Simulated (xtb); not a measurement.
Ca, charge +1, doublet (GFN-xTB shapes and energies of metal compounds can be far from the true ones). Base run: xtb 6.7.1 with GFN0-xTB.

Geometry (Å):
```xyz
1

Ca     0.0000     0.0000     0.0000
```
Charge +1, spin multiplicity 2.
All else is at xtb's defaults.
Base energy 1.15160 Eh.

Each row names what was changed in the base input (with any setting that the change needs).

```json
[
 {"change": "base", "ΔE vs base (kcal/mol)": "0.000"},
 {"change": "etemp = 1000", "ΔE vs base (kcal/mol)": "0.000"},
 {"change": "acc = 0.1", "ΔE vs base (kcal/mol)": "0.000"},
 {"change": "etemp = 10", "ΔE vs base (kcal/mol)": "0.000"},
 {"change": "etemp = 10000", "ΔE vs base (kcal/mol)": "-7.47"}
]
```
